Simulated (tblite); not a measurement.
C2H12OSSi3.
Atom-mapped SMILES: `[CH3:1][SiH2:2][O:3][Si@@H:4]([CH3:5])[S:6][SiH3:7]` (hydrogens: H8, H9, H10 on C1; H11, H12 on Si2; H13 on Si4; H14, H15, H16 on C5; H17, H18, H19 on Si7)

Structure used (GFN2-xTB), in Å, numbered top down from 1:
```xyz
19
C2H12OSSi3 angstrom
C     -1.626   -1.513    1.040
Si    -1.896   -0.555   -0.572
O     -0.675    0.499   -0.828
Si     0.639    1.342   -0.413
C      0.221    2.764    0.754
S      2.005    0.048    0.641
Si     2.283   -1.552   -0.747
H     -0.696   -2.078    1.017
H     -1.571   -0.842    1.894
H     -2.434   -2.215    1.223
H     -1.851   -1.423   -1.750
H     -3.099    0.277   -0.519
H      1.221    1.727   -1.692
H     -0.562    3.386    0.332
H     -0.121    2.402    1.720
H      1.090    3.390    0.928
H      3.021   -2.531    0.035
H      3.050   -1.055   -1.885
H      0.990   -2.063   -1.186
```

Method: GFN2-xTB as coded in tblite; computed harmonic values from a numerical Hessian at the method's own geometry, unscaled. The method is semi-empirical: single wavenumbers can be off by several per cent or more. Modes of hydrogen on silicon can be 10 to 20 % off. One conformer, not necessarily the lowest.

Harmonic wavenumbers (cm⁻¹): 26.2, 45.6, 52.8, 57.4, 83.7, 91.9, 103.8, 109.9, 156.5, 173.9, 219.1, 271.1, 447.6, 473.7, 516.8, 530.5, 549.0, 573.7, 617.9, 627.6, 669.4, 704.2, 751.0, 762.8, 769.8, 771.6, 784.6, 789.3, 822.6, 825.3, 833.3, 855.0, 1067.0, 1370.0, 1376.6, 1470.6, 1475.7, 1479.9, 1482.8, 2233.1, 2251.5, 2288.8, 2298.3, 2308.6, 2347.8, 3021.2, 3026.2, 3032.0, 3044.3, 3045.1, 3055.0.

A = 1273, B = 945.4, C = 668.1 MHz; mass 167.992 u (most abundant isotopes); point group C1, symmetry number 1.

Question: What is the zero-point energy?

Answer: Half the sum of the wavenumbers: 28371 cm⁻¹ = 339.39 kJ/mol.

Question: Entropy at 273.15 K, 1 bar (ideal gas, RRHO, classical rotation)?

Answer: Translation 170.94, rotation 125.98, vibration 196.57: S = 493.5 J/(mol K).

Question: And Cp and H(273.15 K) − H(0)?

Answer: Cp = 195.66 J/(mol K), of which vibrations give 162.40 (their classical limit is 51 R = 424.0); H(273.15 K) − H(0) = 34.42 kJ/mol without the zero-point energy, 25.34 from vibrations.

Question: How do the functions run with temperature in this model?

Answer: 
| T (K) | S (J/(mol K)) | Cp (J/(mol K)) | H − H(0) (kJ/mol) | G − H(0) (kJ/mol) | ln q(vib) |
| --- | --- | --- | --- | --- | --- |
| 100 | 346.1 | 112.9 | 7.84 | -26.78 | 4.51 |
| 200 | 438.3 | 159.9 | 21.40 | -66.26 | 9.38 |
| 300 | 512.4 | 207.6 | 39.84 | -113.88 | 13.57 |
| 500 | 635.5 | 274.6 | 88.62 | -229.15 | 20.99 |
| 800 | 778.9 | 335.0 | 180.82 | -442.28 | 30.48 |
| 1000 | 856.7 | 362.0 | 250.66 | -606.02 | 35.99 |

q(vib) and H(0) count from the zero-point level.

Question: Which modes carry the vibrational entropy at 273.15 K?

Answer: 26.2 cm⁻¹: 24.79; 45.6 cm⁻¹: 20.19; 52.8 cm⁻¹: 18.98; 57.4 cm⁻¹: 18.29; 83.7 cm⁻¹: 15.19; 91.9 cm⁻¹: 14.43 J/(mol K); the other 45 give 84.70 together.

Hindered rotation and anharmonicity are outside this model. Other conformers, if any are populated, would add a mixing term that is left out. The structure is chiral; the term R ln 2 for an equal mix with its mirror image is left out.

The run took 3.5 s of wall time on one thread, Intel Xeon at 2.50 GHz (x86_64), shared host with 64 logical CPUs at a one-minute load of 62. The figure is for the frequency step alone.
